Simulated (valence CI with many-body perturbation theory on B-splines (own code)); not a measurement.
# E1 line list for Sb⁴⁶⁺

Method: relativistic CI+MBPT: three valence electrons over a frozen Dirac-Fock core [He], radial functions for each j: 11 s, 11 p, 10 d, 8 f, 5 g, 2 h, with the one-electron correlation potential Σ1 (screened to all orders), the two-electron term Σ2, the three-electron term Σ3, Breit, model QED; selected single and double excitations, second order for the rest, scaled by the run's own slope (own B-spline code, finite nucleus).

No measured spectrum was set against this ion. As an estimate, large intervals hold to a few tenths of a per cent, small ones and those within an open d or f shell to about a per cent.

Lines 151 to 200 of 485 in falling wavelength, among levels below 53346 × 10³ cm⁻¹, chosen from the strongest by gf and those to the six lowest levels. Wavelengths and rates use the calculated energies. Electric multipoles are in the length gauge, E1 and E2 with the static RPA response of the core. Weak lines are less certain than strong ones. Lines between different terms over intervals too small for the method are left out, as are lines whose strength nearly cancels. The highest levels of a list are the least certain.

Levels are named by their leading jj configuration (3d3/2^4 stands for four electrons in 3d with j = 3/2), which in mixed levels can hold well under half, so a name can repeat and another be missing. Letters in brackets count levels of one name in rising energy.

```csv
λ vac (nm),Upper,Lower,A (s⁻¹),S (a.u.) with core polarisation,S without
2.686,(2s 2p1/2 2p3/2) J=1/2,(2s^2 2p1/2) J=1/2,5.83e+11,1.12e-02,1.12e-02
2.686,(2p3/2^2 3s) J=5/2,(2s 2p3/2 3s) J=5/2,2.99e+11,1.71e-02,1.72e-02
2.660,(2p1/2 2p3/2^2) J=1/2,(2s 2p1/2 2p3/2) J=3/2 [b],5.94e+11,1.10e-02,1.11e-02
2.634,(2s 2p3/2^2) J=1/2,(2s^2 2p3/2) J=3/2,4.86e+11,8.76e-03,8.78e-03
2.628,(2s 2p3/2^2) J=3/2,(2s^2 2p3/2) J=3/2,8.06e+11,2.89e-02,2.89e-02
2.624,(2p1/2^2 2p3/2) J=3/2,(2s 2p1/2^2) J=1/2,3.21e+11,1.15e-02,1.15e-02
2.598,(2p1/2 2p3/2^2) J=5/2,(2s 2p1/2 2p3/2) J=5/2,3.18e+11,1.65e-02,1.66e-02
2.539,(2p1/2 2p3/2^2) J=3/2,(2s 2p1/2 2p3/2) J=3/2 [a],3.70e+11,1.20e-02,1.20e-02
0.8532,(2s 2p3/2 4s) J=5/2,(2s 2p3/2 3p3/2) J=5/2 [a],2.40e+12,4.41e-03,4.41e-03
0.8527,(2s 2p1/2 4p3/2) J=5/2,(2s 2p1/2 3d5/2) J=7/2,1.78e+12,3.28e-03,3.28e-03
0.8519,(2p1/2^2 4s) J=1/2,(2p1/2^2 3p3/2) J=3/2,9.29e+12,5.67e-03,5.66e-03
0.8511,(2s^2 4s) J=1/2,(2s^2 3p3/2) J=3/2,7.03e+12,4.28e-03,4.28e-03
0.8500,(2s 2p1/2 4s) J=1/2 [a],(2s 2p1/2 3p3/2) J=3/2 [a],9.37e+12,5.68e-03,5.68e-03
0.8499,(2s 2p1/2 4s) J=3/2,(2s 2p1/2 3p3/2) J=5/2,7.14e+12,8.66e-03,8.66e-03
0.8498,(2s 2p3/2 4s) J=3/2 [a],(2s 2p3/2 3p3/2) J=5/2 [a],3.29e+12,3.98e-03,3.98e-03
0.8498,(2s 2p3/2 4s) J=3/2 [b],(2s 2p3/2 3p3/2) J=5/2 [b],4.07e+12,4.93e-03,4.93e-03
0.8490,(2s 2p1/2 4s) J=1/2 [b],(2s 2p1/2 3p3/2) J=3/2 [b],5.55e+12,3.35e-03,3.35e-03
0.8486,(2s 2p1/2 4f7/2) J=7/2 [a],(2s 2p1/2 3d5/2) J=5/2 [b],4.22e+12,1.02e-02,1.02e-02
0.8468,(2s 2p3/2 4p3/2) J=7/2,(2s 2p3/2 3d5/2) J=9/2,1.65e+12,3.95e-03,3.95e-03
0.8460,(2s 2p1/2 4f5/2) J=3/2,(2p1/2^2 3p1/2) J=1/2,4.24e+12,5.07e-03,5.07e-03
0.8438,(2s 2p3/2 4s) J=5/2,(2s 2p3/2 3p3/2) J=7/2,6.14e+12,1.09e-02,1.09e-02
0.8427,(2s 2p3/2 4s) J=3/2 [a],(2s 2p3/2 3p3/2) J=3/2 [a],3.22e+12,3.80e-03,3.80e-03
0.8395,(2s 2p1/2 4f5/2) J=7/2,(2s 2p1/2 3d5/2) J=5/2 [b],3.38e+12,7.90e-03,7.90e-03
0.8391,(2s 2p1/2 4f5/2) J=5/2 [b],(2s 2p1/2 3d5/2) J=3/2,2.74e+12,4.80e-03,4.80e-03
0.8385,(2p1/2^2 4f5/2) J=5/2,(2p1/2^2 3d5/2) J=5/2,4.45e+12,7.77e-03,7.77e-03
0.8385,(2s 2p3/2 4s) J=3/2 [b],(2p1/2 2p3/2 3s) J=5/2,2.71e+12,3.15e-03,3.15e-03
0.8364,(2s 2p1/2 4f7/2) J=5/2,(2s 2p1/2 3d5/2) J=5/2 [b],5.99e+12,1.04e-02,1.04e-02
0.8364,(2s 2p1/2 4f7/2) J=5/2,(2s 2p1/2 3d5/2) J=3/2,5.81e+13,1.01e-01,1.01e-01
0.8364,(2s 2p1/2 4f7/2) J=7/2 [b],(2s 2p1/2 3d5/2) J=5/2 [b],5.68e+13,1.31e-01,1.31e-01
0.8358,(2s 2p1/2 4f5/2) J=5/2 [a],(2s 2p1/2 3d5/2) J=5/2 [a],3.58e+12,6.19e-03,6.19e-03
0.8357,(2p1/2^2 4f7/2) J=7/2,(2p1/2^2 3d5/2) J=5/2,6.70e+13,1.54e-01,1.54e-01
0.8355,(2s 2p1/2 4f5/2) J=5/2 [a],(2s 2p1/2 3d3/2) J=3/2 [b],6.49e+12,1.12e-02,1.12e-02
0.8336,(2s 2p1/2 4f5/2) J=7/2,(2s 2p1/2 3d5/2) J=7/2,4.81e+12,1.10e-02,1.10e-02
0.8330,(2s 2p1/2 4f7/2) J=7/2 [a],(2s 2p1/2 3d5/2) J=5/2 [a],5.47e+13,1.25e-01,1.25e-01
0.8330,(2s^2 4f5/2) J=5/2,(2s^2 3d5/2) J=5/2,4.52e+12,7.73e-03,7.74e-03
0.8310,(2s 2p1/2 4f7/2) J=9/2,(2s 2p1/2 3d5/2) J=7/2,6.79e+13,1.92e-01,1.92e-01
0.8305,(2s 2p1/2 4f7/2) J=7/2 [b],(2s 2p1/2 3d5/2) J=7/2,4.99e+12,1.13e-02,1.13e-02
0.8304,(2s^2 4f7/2) J=7/2,(2s^2 3d5/2) J=5/2,6.80e+13,1.54e-01,1.54e-01
0.8287,(2s 2p1/2 4d5/2) J=3/2,(2p1/2^2 3s) J=1/2,3.69e+12,4.15e-03,4.15e-03
0.8249,(2s 2p1/2 4f7/2) J=7/2 [a],(2s 2p1/2 3d3/2) J=5/2,9.03e+12,2.00e-02,2.00e-02
0.8243,(2s 2p1/2 4f5/2) J=7/2,(2s 2p1/2 3d5/2) J=5/2 [a],6.05e+12,1.34e-02,1.34e-02
0.8239,(2s 2p1/2 4f5/2) J=5/2 [b],(2s 2p1/2 3d5/2) J=5/2 [a],2.85e+12,4.73e-03,4.73e-03
0.8238,(2s 2p1/2 4f5/2) J=3/2,(2s 2p1/2 3d3/2) J=3/2 [b],1.68e+13,1.85e-02,1.85e-02
0.8236,(2s 2p1/2 4f5/2) J=5/2 [b],(2s 2p1/2 3d3/2) J=3/2 [b],4.45e+13,7.37e-02,7.37e-02
0.8224,(2s 2p1/2 4f5/2) J=3/2,(2s 2p1/2 3d3/2) J=1/2,4.42e+13,4.85e-02,4.85e-02
0.8213,(2s^2 4f5/2) J=5/2,(2s^2 3d3/2) J=3/2,5.54e+13,9.09e-02,9.09e-02
0.8212,(2s 2p1/2 4f7/2) J=7/2 [b],(2s 2p1/2 3d5/2) J=5/2 [a],5.62e+12,1.23e-02,1.23e-02
0.8210,(2s 2p1/2 4f7/2) J=5/2,(2s 2p1/2 3d3/2) J=3/2 [b],2.21e+12,3.62e-03,3.62e-03
0.8207,(2p1/2^2 4f5/2) J=5/2,(2p1/2^2 3d3/2) J=3/2,6.45e+13,1.05e-01,1.06e-01
0.8175,(2s 2p1/2 4f5/2) J=5/2 [a],(2s 2p1/2 3d3/2) J=3/2 [a],5.71e+13,9.25e-02,9.25e-02
```
